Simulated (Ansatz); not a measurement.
Consider the ligand exchange at a Ge–Te bond: `[GeH3][Te][GeH3]` + `C=C(N)O` → `C=C(N)[O][GeH3]` + `[GeH3][TeH]`.

Gas-phase electronic energies from Ansatz, PBE0-D4/def2-TZVP geometries. CCSD(T)/CBS adds triple-zeta CCSD(T) − MP2 to the extrapolated MP2 energy (def2 sets, frozen cores). Functionals use def2-TZVPP. B3LYP here is the variant with VWN-RPA as its local correlation; programs differ in this. def2 core potentials past Kr. For Ge, Te outer-core shells are correlated without core-valence functions, which leaves a few kJ/mol of doubt a bond. Scalar relativity is left out up to krypton. Each species was taken in one conformer, which may not be the lowest.

Question: Is it downhill or uphill in electronic energy at CCSD(T)/CBS, and by how much? (Best estimate.)

Answer: Ansatz gave: Uphill: ΔE = +49.3 kJ/mol.

Question: What do these levels give: PBE-D4, PBE0-D4, B3LYP-D4, ωB97M-V, PBE0, B3LYP, HF/def2-TZVPP, SCS-MP2/def2-TZVPP, CCSD/def2-TZVPP, CCSD(T)/def2-TZVPP, SCS-MP2/def2-QZVPP, HF/CBS(def2)? (An estimate is asked.)

Answer: Computed: PBE-D4 55.5, PBE0-D4 58.1, B3LYP-D4 46.3, ωB97M-V 46.9, PBE0 58.0, B3LYP 46.1, HF/def2-TZVPP 40.5, SCS-MP2/def2-TZVPP 40.4, CCSD/def2-TZVPP 40.0, CCSD(T)/def2-TZVPP 40.0, SCS-MP2/def2-QZVPP 45.1, HF/CBS(def2) 40.0 kJ/mol.

Largest T1 diagnostic among the species: 0.012.
